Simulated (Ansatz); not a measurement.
System: C5H12O (charge 0, singlet). 
Geometry from a B3LYP-D3(BJ)/def2-TZVP (Ansatz, an electronic-structure program) optimisation:
```xyz
18

C      3.1696     0.1734    -0.0486
C      1.8376    -0.4025     0.4226
C      0.6313     0.2773    -0.2210
C     -0.7058    -0.2897     0.2493
C     -1.8992     0.3886    -0.4067
O     -3.1510    -0.0949     0.0705
H      3.2835     0.0664    -1.1301
H      4.0135    -0.3303     0.4262
H      3.2423     1.2380     0.1865
H      1.7625    -0.3112     1.5108
H      1.8039    -1.4750     0.2047
H      0.7056     0.1855    -1.3105
H      0.6658     1.3508    -0.0042
H     -0.7973    -0.1865     1.3345
H     -0.7410    -1.3645     0.0324
H     -1.8353     0.2869    -1.4983
H     -1.8963     1.4565    -0.1801
H     -3.2005    -1.0400    -0.1091
```
Charge 0, spin multiplicity 1.

Parts of the frozen-core correlation energy in 6-31G (Ansatz, hartree). Frozen orbitals: 6; correlated occupied orbitals by spin: 19 and 19; virtual: 53 and 53. No spin-orbit coupling. No relativistic terms.

```json
[
 {"term": "reference (HF)", "value": "-271.06685"},
 {"term": "MP2 opposite-spin", "value": "-0.45249"},
 {"term": "MP2 same-spin", "value": "-0.12653"},
 {"term": "CCSD correlation", "value": "-0.64534"},
 {"term": "(T)", "value": "-0.01388"},
 {"term": "T1 diagnostic", "value": "0.007"},
 {"term": "largest doubles amplitude", "value": "0.013"}
]
```
